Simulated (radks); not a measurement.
Task: These are the eigenvalues of the occupied orbitals of an atom or ion with whole-number occupations (Ry). All-electron calculation, Dirac Kohn-Sham, PBE, spin-unpolarised, spherical densities, finite nucleus; Fermi nuclear charge, rms radius of each element as measured or else 0.836 A^(1/3) + 0.57 fm. Program: a radial shooting solver on a logarithmic mesh with Libxc functionals.

| orbital | eigenvalue |
|---|---|
| 1s1/2 | -473.6581 |
| 2s1/2 | -55.90782 |
| 2p1/2 | -48.05526 |
| 2p3/2 | -47.28905 |
| 3s1/2 | -7.48087 |
| 3p1/2 | -5.23013 |
| 3p3/2 | -5.13439 |
| 3d3/2 | -1.58848 |
| 3d5/2 | -1.57848 |
| 4s1/2 | -1.05211 |
| 4p1/2 | -0.66494 |
| 4p3/2 | -0.65806 |

Which element is it, and in what charge state? The configuration may be excited. Open shells, if any, are shared by 2j + 1.

Result: Z = 25, manganese, charge +1: Mn+ in [Ar] 3d4 4s1 4p1. The list shows which subshells hold electrons but not how many an open one holds; the 1s level, -236.83 hartree, gives Z - s = 21.8 by -(Z - s)^2/2, which with screening and relativity narrows Z to a few neighbours, and the depths of the outer levels then fix element, charge and occupations together.
